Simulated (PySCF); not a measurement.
Species: CH$_{2}$Br$_{2}$, charge 0, multiplicity 1. 
Structure (B3LYP-D3(BJ)/def2-TZVP (Ansatz) minimum search):
SMILES: BrCBr
```xyz
5

Br     1.6305     0.1050     0.0396
C     -0.0111    -0.9350     0.0072
Br    -1.6275     0.1430    -0.0415
H      0.0041    -1.5425    -0.8872
H     -0.0405    -1.5281     0.9108
```
Charge 0, spin multiplicity 1.

Dispersion corrections to the total energy (kcal/mol) from the dftd3 and dftd4 libraries through PySCF: D3(BJ) without and D4 with the three-body term, each with the damping fitted for the functional named.

```
functional  D3(BJ)     D4
----------  ------  -----
B2PLYP       -2.49  -1.74
B3LYP        -5.00  -4.20
CAM-B3LYP    -2.28  -2.18
BP86             ?  -3.47
TPSS         -3.38      ?
PBE              ?  -2.52
HF          -21.33  -9.01
```

Fill in the missing entries.


- BP86, D3(BJ): -4.72
- TPSS, D4: -3.42
- PBE, D3(BJ): -2.58
